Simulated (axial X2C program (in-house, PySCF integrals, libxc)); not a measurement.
CuF⁺: properties at the nuclei

Computed with an in-house all-electron X2C program for linear molecules (integrals from PySCF): two-component X2C with atomic mean-field Coulomb and Gaunt terms, Gaussian nuclei, basis Cu dyall-cv3z, F dyall-av3z with contracted cores.

R = 1.679 Å (near the PBE0 minimum at charge 1 of the determinant lowest at the starting distance; the state shown can have its own minimum elsewhere).

Input and command:
```json
{"zs": [29, 9], "q": 1, "bas": ["dyall-cv3z", "dyall-av3z"], "r0": 1.76, "levels": ["PBE0", "HF", "TPSSh", "LDA", "BHandHLYP"], "nst": 3}
```
```bash
python soeom.py task.json out
```

Keys: zs atomic numbers; q charge; bas basis sets; r0 starting distance in Å; levels methods; nst determinants followed.

Determinant lowest in the PBE0 search, Ω = 1/2 (⟨Sz⟩ = 0.49, ⟨Lz⟩ = 0.01 at PBE0), spin on the atoms Cu 0.36, F 0.13:

```json
{"level": "PBE0", "Eeff magnitude (GV/cm)": "0.798", "Ws magnitude Cu (kHz)": "0.532", "A∥/gI Cu (MHz)": "1130", "qzz Cu (a.u.)": "2.11", "A∥/gI F (MHz)": "197", "qzz F (a.u.)": "2.87"}
{"level": "HF", "Eeff magnitude (GV/cm)": "0.473", "Ws magnitude Cu (kHz)": "0.301", "A∥/gI Cu (MHz)": "708", "qzz Cu (a.u.)": "2.35", "A∥/gI F (MHz)": "75.9", "qzz F (a.u.)": "1.48"}
{"level": "TPSSh", "Eeff magnitude (GV/cm)": "0.85", "Ws magnitude Cu (kHz)": "0.575", "A∥/gI Cu (MHz)": "1270", "qzz Cu (a.u.)": "2.01", "A∥/gI F (MHz)": "200", "qzz F (a.u.)": "3.05"}
{"level": "LDA", "Eeff magnitude (GV/cm)": "0.708", "Ws magnitude Cu (kHz)": "0.475", "A∥/gI Cu (MHz)": "1420", "qzz Cu (a.u.)": "1.92", "A∥/gI F (MHz)": "338", "qzz F (a.u.)": "3.13"}
{"level": "BHandHLYP", "Eeff magnitude (GV/cm)": "0.666", "Ws magnitude Cu (kHz)": "0.43", "A∥/gI Cu (MHz)": "951", "qzz Cu (a.u.)": "2.47", "A∥/gI F (MHz)": "135", "qzz F (a.u.)": "2.33"}
```

Eeff is the effective electric field on the electron electric dipole moment in this Ω state and Ws the scalar–pseudoscalar constant of the nucleus named (defined with the proton number Z and per Ω); A∥ (defined per Ω) follows by multiplying with gI = μI/(I μN); qzz is the electric field gradient, eQq0 = 234.96 MHz × Q/barn × qzz. The operators were transformed with the bare-nucleus X2C matrices; with these basis sets, hyperfine constants and field gradients can be off by tens of per cent, and where levels differ in sign neither size nor sign is settled.

With Q(63Cu) = -0.22 barn (Q from Pyykkö, Mol. Phys. 2018), turn the PBE0 values of the first state into constants in MHz.

eQq0(63Cu) = 234.96 × (-0.22) × (2.11) = -109 MHz.

Each state is one determinant with collinear spin. Unrestricted Hartree–Fock can overshoot spin polarisation at the nuclei. At LDA a later determinant lies lower. States lie within half an eV, so the first need not be the ground state. Further determinants of the search, some of them spin-mixed, are not shown. Where a field gradient or hyperfine factor spreads by more than a factor of two over the levels, a constant derived from it is not to be relied on.
